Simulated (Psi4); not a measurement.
F6OSi2, triplet, at the geometry of the source list (a higher spin typed on purpose: for a closed-shell molecule this is an excited state); B3LYP/STO-3G run with Psi4.

Input for Psi4:
```
memory 2 GB

molecule {
0 3
F     2.14150000    0.34950000   -1.18690000
Si    1.48840000    0.31650000    0.24260000
F     2.39280000   -0.51410000    1.21790000
F     1.39320000    1.80110000    0.74870000
O     0.06090000   -0.38600000    0.20130000
Si   -1.47750000   -0.38560000   -0.20660000
F    -1.68300000    0.03600000   -1.70640000
F    -2.29490000    0.62300000    0.67990000
F    -2.02140000   -1.84040000    0.00950000
}

set {
  basis sto-3g
  reference uks
  scf_type pk
  puream true
  d_convergence 1e-8
  dft_radial_points 99
  dft_spherical_points 590
}

energy('b3lyp')
print_variables()
```

Task: Predict the main parts of the log of this Psi4 run.

Result: 
```
   => Loading Basis Set <=

    Name: STO-3G
    Role: ORBITAL
    Keyword: BASIS

         ---------------------------------------------------------
                                   SCF
               by Justin Turney, Rob Parrish, Andy Simmonett
                          and Daniel G. A. Smith
                              UKS Reference
         ---------------------------------------------------------

  ==> Geometry <==

    Molecular point group: c1
    Full point group: C1

    Geometry (in Angstrom), charge = 0, multiplicity = 3:

       Center              X                  Y                   Z               Mass
    ------------   -----------------  -----------------  -----------------  -----------------
         F            2.141957389048     0.346601575938    -1.185386734252    18.998403162730
         SI           1.488857389048     0.313601575938     0.244113265748    27.976926534650
         F            2.393257389048    -0.516998424062     1.219413265748    18.998403162730
         F            1.393657389048     1.798201575938     0.750213265748    18.998403162730
         O            0.061357389048    -0.388898424062     0.202813265748    15.994914619570
         SI          -1.477042610952    -0.388498424062    -0.205086734252    27.976926534650
         F           -1.682542610952     0.033101575938    -1.704886734252    18.998403162730
         F           -2.294442610952     0.620101575938     0.681413265748    18.998403162730
         F           -2.020942610952    -1.843298424062     0.011013265748    18.998403162730

  Running in c1 symmetry.

  Rotational constants: A =      0.06832  B =      0.02260  C =      0.02252 [cm^-1]
  Rotational constants: A =   2048.13989  B =    677.48758  C =    675.13401 [MHz]
  Nuclear repulsion =  739.334841015849179

  Charge       = 0
  Multiplicity = 3
  Electrons    = 90
  Nalpha       = 46
  Nbeta        = 44

  ==> Algorithm <==

  SCF Algorithm Type is PK.
  DIIS enabled.
  MOM disabled.
  Fractional occupation disabled.
  Guess Type is SAD.
  Energy threshold   = 1.00e-06
  Density threshold  = 1.00e-08
  Integral threshold = 1.00e-12

  ==> Primary Basis <==

  Basis Set: STO-3G
    Blend: STO-3G
    Number of shells: 31
    Number of basis functions: 53
    Number of Cartesian functions: 53
    Spherical Harmonics?: true
    Max angular momentum: 1

  ==> DFT Potential <==

   => LibXC <=

    Version 7.1.2
[...]
      Ntotal   =   90.0000085960 ; deviation = 8.596e-06

   @Spin Contamination Metric:   3.233511030E-03
   @S^2 Expected:                2.000000000E+00
   @S^2 Observed:                2.003233511E+00
   @S   Expected:                1.000000000E+00
   @S   Observed:                1.000000000E+00

    Orbital Energies [Eh]
    ---------------------

    Alpha Occupied:

[...]
      46A      0.135943

    Alpha Virtual:

[...]
      53A      0.465783

    Beta Occupied:

[...]
    Beta Virtual:

[...]
    Final Occupation by Irrep:
              A
    DOCC [    44 ]
    SOCC [     2 ]
    NA   [    46 ]
    NB   [    44 ]

  @UKS Final Energy: -1236.58694747628874

   => Energetics <=

    Nuclear Repulsion Energy =            739.3348410158491788
    One-Electron Energy =               -3206.9235711680657914
    Two-Electron Energy =                1323.4427800004482378
    DFT Exchange-Correlation Energy =     -92.4409973245203105
    Empirical Dispersion Energy =           0.0000000000000000
    VV10 Nonlocal Energy =                  0.0000000000000000
    Total Energy =                      -1236.5869474762887421

  UHF NO Occupations:
  HONO-2 :   44  A 1.9990955
  HONO-1 :   45  A 1.0000000
  HONO-0 :   46  A 1.0000000
  LUNO+0 :   47  A 0.0009045
  LUNO+1 :   48  A 0.0002374
  LUNO+2 :   49  A 0.0001573
  LUNO+3 :   50  A 0.0001547

Computation Completed

Properties will be evaluated at   0.000000,   0.000000,   0.000000 [a0]

Properties computed using the SCF density matrix

 Multipole Moments:

 ------------------------------------------------------------------------------------
     Multipole            Electronic (a.u.)      Nuclear  (a.u.)        Total (a.u.)
 ------------------------------------------------------------------------------------

 L = 1.  Multiply by 2.5417464519 to convert [e a0] to [Debye]
 Dipole X            :         -0.0642902            0.0656964            0.0014061
 Dipole Y            :          0.4075475           -0.4164166           -0.0088691
 Dipole Z            :         -0.2123387            0.2171180            0.0047793
 Magnitude           :                                                    0.0101725

 ------------------------------------------------------------------------------------

  Variable Map:
  ----------------------------------------------------------------------------
[...]
  Array Variable Map:
  ----------------------------------------------------------------------------
[...]
[...]
```
